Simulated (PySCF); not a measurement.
Coordinates in bohr (charge 0 multiplicity 1):
```
Pb    0.0000    0.0000   -1.3546
Br    3.7818    0.0000    1.7993
Br   -3.7818    0.0000    1.7993
```

These are results of PBE0/[Pb def2-TZVP with ECP60, Br def2-TZVP], scalar-relativistic core potentials, density fitting, no spin–orbit coupling, PySCF, not measurements.

This geometry of PbBr₂ is a stationary point at this level.

(1) What is the point group?

(2) Is it a minimum?

(3) List the harmonic modes with their infrared intensities.

(4) What is the atomisation energy, with and without zero-point energy?

## Answers

(1) C2v.

(2) Yes: all harmonic wavenumbers are real.

(3) 
| symmetry | ω (cm⁻¹) | IR (km/mol) | type |
| --- | --- | --- | --- |
| a1 | 65 | 0.8 | bend |
| b2 | 208 | 49.6 | stretch |
| a1 | 217 | 18.1 | stretch |

(4) 675 kJ/mol without, 672 kJ/mol with.

With an element this heavy the missing spin–orbit coupling can shift these numbers.
